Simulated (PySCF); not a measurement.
CI3, SMILES I[C-](I)I, charge -1.

Geometry optimised at B3LYP-D3(BJ)/def2-SVPD. The def2 effective core potentials stand for the cores of I; spin–orbit coupling is left out.

Level of theory: PySCF with B3LYP-D3(BJ)/def2-SVPD.

Frequencies are harmonic and unscaled.

Modes within 1.5 cm⁻¹ of each other (mostly degenerate sets) share a row, with their intensities summed.

| mode | ν (cm⁻¹) | IR (km/mol) | moving atoms (share of kinetic energy) |
|---|---|---|---|
| 1–2 | 84 | 5.5 | I 99 % |
| 3 | 118 | 0.7 | I 98 % |
| 4–5 | 393 | 293.2 | C 95 % |
| 6 | 395 | 4.4 | C 95 % |
